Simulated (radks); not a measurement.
Values are calculated unless marked as measured or tabulated.
Excited configurations of Tm IV: one electron is placed in a higher orbital outside [Xe] 4f11. The ground configuration is [Xe] 4f12. Level of theory: Dirac Kohn-Sham, LDA (Slater exchange, Perdew-Wang correlation), spin-unpolarised, spherical densities, point nucleus; open shells are shared between the two j in proportion to 2j + 1 (a radial shooting solver on a logarithmic mesh with Libxc functionals). Excitation = E - E(ground); binding = E(ion) - E, where the ion is the core of charge +4; n* = 4/sqrt(2 binding) in atomic units, and the quantum defect is n - n*. Eigenvalue and <r> are those of j = l + 1/2.

| outer orbital | excitation (eV) | binding (eV) | n* | quantum defect | eigenvalue (eV) | <r> (bohr) |
|---|---|---|---|---|---|---|
| 5d | 13.479 | 32.817 | 2.576 | 2.424 | -26.986 | 1.992 |
| 5f | 32.057 | 14.239 | 3.910 | 1.090 | -11.899 | 4.152 |
| 6s | 15.836 | 30.459 | 2.673 | 3.327 | -26.799 | 2.809 |
| 6p | 22.341 | 23.955 | 3.015 | 2.985 | -20.602 | 3.374 |
| 6d | 30.321 | 15.975 | 3.691 | 2.309 | -13.885 | 4.562 |
| 6f | 36.928 | 9.368 | 4.821 | 1.179 | -8.114 | 7.313 |
| 7s | 30.269 | 16.027 | 3.686 | 3.314 | -14.290 | 5.238 |
| 7p | 32.813 | 13.483 | 4.018 | 2.982 | -11.822 | 6.048 |
| 7d | 36.360 | 9.936 | 4.681 | 2.319 | -8.768 | 7.710 |
| 7f | 39.744 | 6.551 | 5.764 | 1.236 | -5.781 | 11.21 |

The Delta-SCF ionisation energy is 46.296 eV (NIST Atomic Spectra Database: 42.41 eV, semi-empirical). Self-interaction in the functional shifts the binding energies and quantum defects, so they are the method's values and not measured ones. Spin polarisation and multiplet splitting are left out, so open shells lie too high by an amount that depends on their filling. Sharing an open shell by 2j + 1 raises it above the true ground level by a part of the spin-orbit splitting, which enters the differences from NIST.

Beside tabulated values, note that spin-unpolarised runs miss the spin-polarisation part of the exchange energy of open shells.
